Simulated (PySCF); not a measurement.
C4H8Si, SMILES C1=CC[SiH2]C1.

Geometry optimised at PBE0-D3(BJ)/def2-SVP. The values are those of a single conformer.

The numbers are results of TDA-PBE/def2-SVPD (PySCF), not measurements.

Vertical excitations. Isolated molecule, no solvent. State labels are in the subgroup Cs.

Computed lowest excited states:
```tsv
state	symmetry	energy (eV)	λ (nm)	f	main pairs
S1	A'	5.86	211	0.002	HOMO→LUMO+1 100 %
S2	A"	6.04	205	0.000	HOMO→LUMO+2 100 %
S3	A'	6.53	190	0.001	HOMO−1→LUMO 100 %
S4	A'	6.79	183	0.000	HOMO→LUMO+4 99 %
S5	A"	6.82	182	0.093	HOMO→LUMO 54 %, HOMO−3→LUMO 35 %
S6	A'	6.87	180	0.005	HOMO→LUMO+3 98 %
S7	A"	6.92	179	0.000	HOMO−2→LUMO 100 %
S8	A'	7.00	177	0.002	HOMO→LUMO+5 100 %
S9	A"	7.08	175	0.006	HOMO−1→LUMO+1 97 %
S10	A"	7.18	173	0.000	HOMO→LUMO+6 100 %
T1	A"	4.36	284	0	HOMO→LUMO 98 %
T2	A'	5.78	214	0	HOMO→LUMO+1 100 %
T3	A"	5.98	207	0	HOMO→LUMO+2 100 %
T4	A'	6.41	193	0	HOMO−1→LUMO 99 %
```
Triplets are in the Tamm–Dancoff approximation.
